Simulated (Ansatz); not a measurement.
Input file for Ansatz (an electronic-structure program): U-HF/def2-TZVPP on H4NSi (SMILES [NH][SiH3]), 2S+1 = 2, atoms moved off the minimum.

Ansatz 0.2 input:
```yaml
crystal:
  periodic: [false, false, false]
  atoms:
    - {symbol: N, position_ang: [1.24014373, -0.52263794, -0.30991625]}
    - {symbol: Si, position_ang: [-0.44165144, 0.24756850, 0.06042327]}
    - {symbol: H, position_ang: [1.87669227, 0.09534854, 0.13591035]}
    - {symbol: H, position_ang: [-0.68961209, -0.02809171, 1.53117475]}
    - {symbol: H, position_ang: [-1.51687972, -0.78248523, -0.60358605]}
    - {symbol: H, position_ang: [-0.67859568, 1.63269838, -0.34849320]}
basis:
  gaussian:
    orbitals: def2-TZVPP
hamiltonian:
  xc: {name: HF}
magnetization: {spin_polarized: true, initial_magnetization: 1}
output: {forces: true}
```

Task: Give the final energy of this run.

Result: -345.6913 hartree.
